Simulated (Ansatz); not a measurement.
Stepwise reaction of `[F][Ga]([F])[SiH3]` with hydrogen, as a gas-phase model of exchange steps in deposition or etching. ΔE in kJ/mol.

Program: Ansatz. Geometries: PBE0-D4/def2-TZVP. ΔE: electronic, gas phase. CCSD(T)/CBS is the MP2 limit (def2-TZVPP, def2-QZVPP) plus CCSD(T) − MP2 in def2-TZVPP, frozen cores. This one scheme is used for every species. DFT in def2-TZVPP. B3LYP here is the variant with VWN-RPA as its local correlation; programs differ in this. For Ga outer-core shells are correlated without core-valence functions, which leaves a few kJ/mol of doubt a bond. Scalar relativity is left out up to krypton.

```
step                                            reaction  PBE-D4  B3LYP-D4  ωB97M-V  CCSD(T)/CBS
   1  `[F][Ga]([F])[SiH3]` + H₂ → `[F][GaH][SiH3]` + H–F    78.7      82.6     80.2         77.1
```

(1) Give the row of step 2, `[F][GaH][SiH3]` + H₂ → `[SiH3][GaH2]` + H–F. (Estimate.)

(2) By hand: ΔE of the 2 steps together at CCSD(T)/CBS.

Results:

(1) Computed: 
```csv
step,reaction,PBE-D4,B3LYP-D4,ωB97M-V,CCSD(T)/CBS
2,`[F][GaH][SiH3]` + H₂ → `[SiH3][GaH2]` + H–F,86.4,89.9,85.6,81.8
```

(2) (77.1) + (81.8) = 158.9 kJ/mol, or 79.4 kJ/mol a step.

In ΔE the steps differ by no more than 4.7 kJ/mol. All are uphill at CCSD(T)/CBS. PBE-D4 differs from CCSD(T)/CBS by 1.6 to 4.6 kJ/mol a step. Isolated molecules leave out the surface, adducts and barriers. Largest T1 diagnostic: 0.015.
